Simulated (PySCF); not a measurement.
Xe⁺: excitation energy

Xe⁺ [Kr] 4d10 5s2 5p5 (2P) → Xe⁺ [Kr] 4d10 5s1 5p6 (2S), as a difference of total energies. Calculation: PySCF 2.14, in ANO-RCC-VTZP (7s6p4d2f1g, 68 functions); scalar relativity by spin-free X2C-1e. Correlated levels: valence: [Kr] 4d10 frozen. The calculations carry no spin-orbit coupling.

Order these methods by the excitation energy they give, lowest first.
A. CCSD(T) (valence)
B. UHF
C. CCSD (valence)
D. MP2 (valence)

A (91570 cm⁻¹), C (95879 cm⁻¹), D (104240 cm⁻¹), B (120100 cm⁻¹).

Errors of the correlated levels include the incompleteness of this basis and the frozen core.

The coupled-cluster amplitudes are large for the upper state (T1 above 0.03 or a double amplitude above 0.15), so a single reference is strained.

For comparison: 87362 cm⁻¹ (measured; NIST levels, between the centres of gravity of the two terms).
